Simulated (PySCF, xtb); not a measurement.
Mo(O)2(OH) (HMoO3), SMILES [O]=[Mo+](=[O])[OH], charge +1, multiplicity 1. The values are those of a single conformer.

Harmonic wavenumbers (cm⁻¹) from GFN2-xTB (xtb) at its own minimum, in rising order: 139, 215, 282, 526, 717, 752, 851, 880, 3275.

What does B3LYP-D3(BJ)/def2-SVP run with PySCF give at its own minimum? (An estimate is asked for; the answer gives what the named calculation found.)

108, 235, 268, 393, 541, 849, 1050, 1087, 3738. Paired by order, the mean absolute difference is 149 cm⁻¹ and the zero-point energies are 10.9 and 11.8 kcal/mol.
